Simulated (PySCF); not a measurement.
## Two-photon absorption: 4-fluorobenzotrifluoride (SMILES C(c1ccc(F)cc1)(F)(F)F)

Geometry:
```tsv
atom	x (Å)	y (Å)	z (Å)
F1	3.378	-0.041	-0.243
C2	2.054	-0.021	-0.143
C3	1.388	1.196	-0.221
C4	0.000	1.210	-0.116
C5	-0.702	0.019	0.066
C6	-2.203	0.020	0.131
F7	-2.687	1.227	0.434
F8	-2.745	-0.341	-1.039
F9	-2.656	-0.841	1.048
C10	-0.013	-1.194	0.148
C11	1.373	-1.219	0.043
H12	1.961	2.114	-0.361
H13	-0.542	2.156	-0.170
H14	-0.564	-2.124	0.301
H15	1.936	-2.152	0.105
```

Level of theory: PySCF 2.14.0, TDDFT CAM-B3LYP/aug-cc-pVDZ excited states, vertical, gas phase. Geometry: PBE0-D3(BJ)/def2-SVP.

(1) How strongly do the lowest singlets absorb one photon, and two photons of half the energy?

Answers

(1) δ for parallel linear polarisation; σ at the peak of a Lorentzian of half width 0.1 eV, single beam; Ω is circular over linear.
```
state  E (eV)      f  photon λ (nm)  δ (au)  σ (GM)     Ω                                main
   S1    5.39  0.003            460    0.23    0.00  1.48  HOMO→LUMO 0.54, HOMO−1→LUMO+1 0.32
   S2    6.08  0.021            408    12.7    0.17  0.98  HOMO→LUMO+1 0.55, HOMO−1→LUMO 0.30
   S3    6.92  0.006            358    14.7    0.26  1.49                    HOMO→LUMO+2 0.89
   S4    6.94  0.499            357    0.32    0.01  1.50  HOMO−1→LUMO+1 0.55, HOMO→LUMO 0.31
   S5    7.04  0.673            352    5.24    0.10  0.94  HOMO−1→LUMO 0.56, HOMO→LUMO+1 0.29
   S6    7.21  0.000            344     106    2.01  1.50                  HOMO−1→LUMO+2 0.85
```

Among these, the strongest one-photon state is S5, the strongest two-photon state S6, with a dipole change of 1.8 D (relaxed, norm of the difference vector).
